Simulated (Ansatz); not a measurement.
A structure relaxed at B3LYP-D4/def2-SVP in Ansatz, charge 0, doublet:

```xyz
5

P    -1.250   -0.143   -0.932
As    1.151   -0.167    1.195
As    1.108    0.141   -1.303
As   -0.894   -1.541    0.945
As   -0.114    1.710    0.095
```

(1) Give its formula and point group.

(2) Summarise the bond lengths by kind (pairs closer than 1.2 times the sum of covalent radii, bridged metal pairs left out).

Results:

(1) the cluster As4P. Point group Cs (tolerance 0.1 Å).

(2) 4 × As–As 2.43 to 2.52 Å; 3 × As–P 2.37 to 2.40 Å.

Another isomer (doublet) lies 0.02 eV lower at PBE0-D4/def2-TZVP; other spin states weren't run for this one.
